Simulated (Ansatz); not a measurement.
A structure relaxed at PBE-D4/def2-SVP in Ansatz, charge 0, singlet:

```xyz
8

Be   -1.460    3.219   -1.707
Be    0.727   -3.750    0.903
Be    0.468   -0.895    0.532
Be   -0.161    1.109   -0.218
O     0.536   -2.383    0.795
O     0.994    0.102   -0.560
O    -0.906    2.216   -0.929
O    -0.199    0.382    1.185
```

Question: Give its formula and point group.

Answer: Be₄O₄. Point group Cs (tolerance 0.1 Å).

Question: Summarise the bond lengths by kind (pairs closer than 1.2 times the sum of covalent radii, bridged metal pairs left out).

Answer: 8 × Be–O 1.38 to 1.58 Å.

Another isomer (singlet) lies 9.80 eV lower at PBE0-D4/def2-TZVP; other spin states weren't run for this one.
